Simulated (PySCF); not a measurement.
CH8F2Si3, SMILES FC[SiH2][Si@@H](F)[SiH3].

Geometry: PBE0-D3(BJ)/def2-SVP. The structure was generated by enumeration; whether it is a known compound was not checked. Other conformers were not sampled.

Calculation: PBE0-D3(BJ)/def2-SVP in PySCF 2.14.0.

Frequencies are harmonic and unscaled.

Task: List the normal modes with their intensities. (An estimate is asked for; the answer gives what the named calculation found.)

Result: 
| mode | ν (cm⁻¹) | IR (km/mol) | moving atoms (share of kinetic energy) |
|---|---|---|---|
| 1 | 38 | 0.7 | Si 34 %, F 33 %, H 23 %, C 10 % |
| 2 | 68 | 5.5 | F 64 %, Si 17 %, H 15 % |
| 3 | 86 | 0.4 | H 33 %, Si 27 %, C 26 %, F 14 % |
| 4 | 124 | 4.1 | Si 52 %, F 28 %, H 19 % |
| 5 | 131 | 0.5 | H 83 %, F 11 % |
| 6 | 176 | 6.4 | F 63 %, Si 27 %, H 9 % |
| 7 | 181 | 6.2 | F 42 %, Si 41 %, H 16 % |
| 8 | 316 | 6.9 | F 34 %, Si 32 %, H 18 %, C 17 % |
| 9 | 384 | 3.7 | Si 72 %, H 25 % |
| 10 | 426 | 10.9 | H 78 %, Si 18 % |
| 11 | 483 | 13.5 | Si 65 %, H 33 % |
| 12 | 516 | 22.9 | H 73 %, Si 23 % |
| 13 | 517 | 4.0 | H 67 %, Si 30 % |
| 14 | 589 | 2.0 | H 81 %, Si 14 % |
| 15 | 660 | 27.0 | H 52 %, C 37 %, Si 10 % |
| 16 | 708 | 226.1 | H 80 %, Si 15 % |
| 17 | 773 | 84.1 | H 69 %, Si 19 %, C 12 % |
| 18 | 811 | 15.9 | H 82 %, F 14 % |
| 19 | 844 | 58.9 | H 70 %, C 21 % |
| 20 | 858 | 177.7 | H 54 %, Si 24 %, F 22 % |
| 21 | 889 | 63.1 | H 51 %, Si 27 %, F 21 % |
| 22 | 927 | 58.8 | H 97 % |
| 23 | 931 | 42.0 | H 94 % |
| 24 | 939 | 60.9 | H 94 % |
| 25 | 1053 | 65.5 | C 53 %, F 41 % |
| 26 | 1241 | 3.8 | H 91 % |
| 27 | 1295 | 1.7 | H 77 %, C 22 % |
| 28 | 1453 | 7.4 | H 94 % |
| 29 | 2217 | 62.8 | H 98 % |
| 30 | 2222 | 65.7 | H 97 % |
| 31 | 2225 | 51.5 | H 97 % |
| 32 | 2230 | 84.5 | H 96 % |
| 33 | 2233 | 125.8 | H 96 % |
| 34 | 2246 | 90.0 | H 96 % |
| 35 | 3070 | 12.7 | H 95 % |
| 36 | 3138 | 7.4 | H 90 %, C 10 % |
